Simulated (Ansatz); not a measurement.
Basis-set extrapolation for C4H8BN, SMILES `C=C=NB(C)C` (PBE0-D4/def2-TZVP geometry, frozen core, Ansatz). Multiplicity 1, RHF reference.

```csv
,def2-TZVPP,def2-QZVPP
HF,-235.360178,-235.370695
MP2 correlation,-0.956246,-1.017952
CCSD(T) correlation,-1.046686,not run
```

Energies in hartree. Use E(X) = E(∞) + A·exp(−7.88·√X) for Hartree–Fock and E(X) = E(∞) + B·X^(−2.97) for correlation, with X = 3 and 4, and add CCSD(T) minus MP2 of the smaller set to the MP2 limit.

Problem. What is the CCSD(T) energy at the basis-set limit?

Solution. HF limit: -235.370695 + (-0.010517) × 0.13774 = -235.37214. MP2 limit: -1.017952 + (-0.061706) × 0.74074 = -1.06366. Higher-order term: -1.046686 − (-0.956246) = -0.09044. Total: -236.52624 hartree, 313.4 kJ/mol below CCSD(T)/def2-TZVPP.
